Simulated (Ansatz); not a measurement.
Species: C₂H₆Si, SMILES `C1C[SiH2]1` (charge 0, multiplicity 1).

Give a relaxed geometry from B3LYP-D3(BJ)/def2-TZVP run with Ansatz (a quantum-chemistry and plane-wave program).

the end point of this relaxation (outside a Z-matrix the atoms follow the SMILES, hydrogens last).
Z-matrix (Å, degrees):
```
C
H 1 1.0838
H 1 1.0838 2 112.56
C 1 1.5523 2 116.17 3 -137.41
H 4 1.0838 1 116.17 2 135.86
H 4 1.0838 5 112.56 1 137.40
Si 4 1.8516 5 119.41 6 147.62
H 7 1.4730 4 119.41 5 2.21
H 7 1.4730 8 114.51 1 -151.24
```
